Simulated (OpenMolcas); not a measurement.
# Mn4+: ligand-field states by method

Mn4+ with 6 ligands (fluoride) in octahedral coordination (Oh) at 1.74 Å. A charge of +0.333 e stands 3.2 Å behind each ligand. Ligand basis ANO-RCC-VDZP.

- Program: OpenMolcas 26.06
- Basis: ANO-RCC-VDZP [5s4p2d1f]
- Scalar Hamiltonian: DKH2, point nucleus
- Active space: 3 electrons in 5 orbitals (3d)
- State averaging: 2S+1 = 4 even, 10 roots; 2S+1 = 2 even, 40 roots
- Spin-orbit coupling: RASSI with atomic mean-field integrals over the reference wave functions

I. CASSCF
II. SS-CASPT2, IPEA 0.25 Eh, imaginary shift 0.1 Eh (closed shells correlated: 3s 3p and the ligand valence shells)

Spin-free states (labels of O, the rotations of Oh) in cm-1, each column counted from its own energy of the first state listed:

```tsv
State	Degeneracy	I	II
4A2	1	0	0
2E	2	21043	15040
2T1	3	22145	15710
4T2	3	24389	29150
2T2	3	31501	24020
4T1	3	34919	37220
2A1	1	41248	38740
2S+1 = 2	3	43582	42450
2S+1 = 2	3	45055	43560
2E	2	47561	44220
2T1	3	51510	48660
4T1	3	54579	61060
2T2	3	59831	54950
2A2	1	62379	55280
```

From I to II, I's first state of the same spin (4T2) moves from 24389 to 29150 cm-1, by about +4800 cm-1.

From I to II, I's first state of another spin (2E) moves from 21043 to 15040 cm-1, by about -6000 cm-1.

I: A least-squares ligand-field fit to the states below 45000 cm-1, each weighted by its degeneracy and with a free common offset, gives 10Dq = 23289 cm-1, B = 1132 cm-1 and C = 4037 cm-1 (C/B = 3.57), with an rms deviation of 385 cm-1. The same method and metal basis give the free ion B = 1323 cm-1 (fit to its terms below 60000 cm-1, rms deviation 40 cm-1), so the nephelauxetic ratio is β = 1132 / 1323 = 0.86; it hangs on how both fits weigh the states, and computed free-ion B values tend to be too large, so β mixes covalency with correlation.

χT at 300 K: I 1.84, II 1.84 cm3 K/mol.

Roots that are degenerate in the reference are averaged as groups; the widest CASPT2 spread within a group is 230 cm-1 (the 2-fold group of multiplicity 2 near 44200 cm-1 above the lowest state of its run, II). Shifts and gaps below about the spread of the groups concerned are not significant. Over all roots computed the reference weight is 0.68 to 0.70 in II; a low but even weight reflects the number of correlated electrons. The least metal-like active orbital is 79 % on the metal (Löwdin) and no ligand orbital is active, so the numbers are rough. Ligand-to-metal charge-transfer states are missing. With no ligand orbital active B as a rule stays too high, so bands that hang on it stand too high and its fall with covalency is understated. Without dynamic correlation the repulsion within the d shell is too large (B by tens of per cent), so at a given field states of lower spin stand too high (holds for I). With metal d orbitals alone and no dynamic correlation the field as a rule comes out too small, by tens of per cent, by up to half for chloride and softer ligands (holds for I). With one d shell and no ligand orbital active, 10Dq can be off by a tenth or more (holds for II). The distance lies 5 % under the 1.84 Å that this model takes as the normal distance (a Shannon-type radius plus a fixed donor radius); by an R⁻⁵ law this alone changes a d-shell field by about +32 %. No measured value stands beside these numbers; the geometry is a model, was not optimised and need not be the one that this ion takes.
